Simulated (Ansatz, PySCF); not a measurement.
Si(Cl)2(GeH3)(OH) (Cl2GeH4OSi), SMILES [Si](Cl)(O)([GeH3])Cl. Atoms are numbered in the order given.

```xyz
9

O      0.9911     0.0042     1.8532
Si     0.4736     0.1300     0.2933
Cl     1.3838    -1.3093    -0.8724
Cl     1.0345     1.9536    -0.4933
Ge    -1.8555    -0.1104     0.2094
H      1.9354     0.0849     2.0322
H     -2.5217     0.9929     1.0406
H     -2.2972     0.0116    -1.2541
H     -2.2548    -1.4875     0.7535
```

The structure is a stationary point at ωB97X-D3(BJ)/def2-SVP. This is a generated structure with no PubChem entry under its InChIKey; it may be hypothetical. The values are those of a single conformer.

Two levels are set side by side: PBE-D3(BJ)/def2-SVP (Ansatz, a program for electronic structure) and ωB97X-D3(BJ)/def2-SVP (PySCF). Each level has its own optimised geometry; the coordinates shown are those of the second. Frequencies come from the Hessian of PySCF at each geometry. Differences are taken from unrounded values.

```
quantity                            ωB97X-D3(BJ)
----------------------------------  ------------
mean bond length (Å)                       1.710
bond O1–Si2 (Å)                            1.648
bond Si2–Cl3 (Å)                           2.064
bond Si2–Cl4 (Å)                           2.064
bond Si2–Ge5 (Å)                           2.343
bond O1–H6 (Å)                             0.965
bond Ge5–H7 (Å)                            1.534
bond Ge5–H8 (Å)                            1.534
bond Ge5–H9 (Å)                            1.534
highest harmonic wavenumber (cm⁻¹)          3912
mean harmonic wavenumber (cm⁻¹)              887
zero-point energy (kcal/mol)               26.64
```

What does PBE-D3(BJ) give, and how far is it from ωB97X-D3(BJ)? (The exact figures need the calculation; the answer reports its results.)


```json
[
 {"quantity": "mean bond length (Å)", "PBE-D3(BJ)": "1.729", "PBE-D3(BJ) minus ωB97X-D3(BJ)": "0.018"},
 {"quantity": "bond O1–Si2 (Å)", "PBE-D3(BJ)": "1.665", "PBE-D3(BJ) minus ωB97X-D3(BJ)": "0.017"},
 {"quantity": "bond Si2–Cl3 (Å)", "PBE-D3(BJ)": "2.086", "PBE-D3(BJ) minus ωB97X-D3(BJ)": "0.023"},
 {"quantity": "bond Si2–Cl4 (Å)", "PBE-D3(BJ)": "2.086", "PBE-D3(BJ) minus ωB97X-D3(BJ)": "0.022"},
 {"quantity": "bond Si2–Ge5 (Å)", "PBE-D3(BJ)": "2.373", "PBE-D3(BJ) minus ωB97X-D3(BJ)": "0.030"},
 {"quantity": "bond O1–H6 (Å)", "PBE-D3(BJ)": "0.975", "PBE-D3(BJ) minus ωB97X-D3(BJ)": "0.011"},
 {"quantity": "bond Ge5–H7 (Å)", "PBE-D3(BJ)": "1.548", "PBE-D3(BJ) minus ωB97X-D3(BJ)": "0.015"},
 {"quantity": "bond Ge5–H8 (Å)", "PBE-D3(BJ)": "1.548", "PBE-D3(BJ) minus ωB97X-D3(BJ)": "0.014"},
 {"quantity": "bond Ge5–H9 (Å)", "PBE-D3(BJ)": "1.548", "PBE-D3(BJ) minus ωB97X-D3(BJ)": "0.015"},
 {"quantity": "highest harmonic wavenumber (cm⁻¹)", "PBE-D3(BJ)": "3734", "PBE-D3(BJ) minus ωB97X-D3(BJ)": "-178"},
 {"quantity": "mean harmonic wavenumber (cm⁻¹)", "PBE-D3(BJ)": "842", "PBE-D3(BJ) minus ωB97X-D3(BJ)": "-45"},
 {"quantity": "zero-point energy (kcal/mol)", "PBE-D3(BJ)": "25.28", "PBE-D3(BJ) minus ωB97X-D3(BJ)": "-1.36"}
]
```

GGA bonds tend to be longer and softer than those of functionals with exact exchange. Differences between two approximate levels are no errors against the true value.
